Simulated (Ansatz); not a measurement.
Frontier orbitals of BH$_{8}$NSi$_{2}$ (`BN[SiH2][SiH3]`).

Cartesian coordinates in Å:
```
B 2.3069 -0.3460 -0.3717
N 1.0599 0.1718 -0.7370
Si -0.5014 -0.5846 -0.4995
Si -1.8106 0.6478 1.0047
H 2.3584 -1.4270 0.1418
H 3.2967 0.2969 -0.5769
H 1.0564 1.0891 -1.1626
H -1.2193 -0.6697 -1.8028
H -0.2502 -1.9547 0.0104
H -1.1743 0.6785 2.3490
H -1.9547 2.0490 0.5199
H -3.1679 0.0489 1.1247
```

Total charge 0; spin multiplicity 1. The geometry is a stationary point of PBE0-D4/def2-TZVP. It is one conformer, not always the lowest. Basis def2-TZVPP, Ansatz 0.2.0.

```
             functional  HOMO (eV)  LUMO (eV)  gap (eV)
            LDA (SPW92)      -6.85      -1.52      5.33
                    PBE      -6.75      -1.29      5.46
                 revPBE      -6.70      -1.19      5.51
                   PBE0      -7.85      -0.37      7.48
                r2SCAN0      -8.00      -0.17      7.83
HSE06 (plane-wave form)      -7.46      -0.74      6.72
                LC-ωPBE     -10.44       1.83     12.27
                ωB97M-V      -9.93       1.39     11.32
                     HF     -10.48       2.77     13.25
```

From PBE to PBE0 the HOMO moves by −1.11 eV and the LUMO by +0.92 eV, and with ωB97M-V by −3.18 and +2.68 eV, so the gap grows from 5.46 to 11.31 eV with exact exchange. A positive LUMO is unbound and depends on the basis.

LC-ωPBE has ω = 0.4 bohr⁻¹.
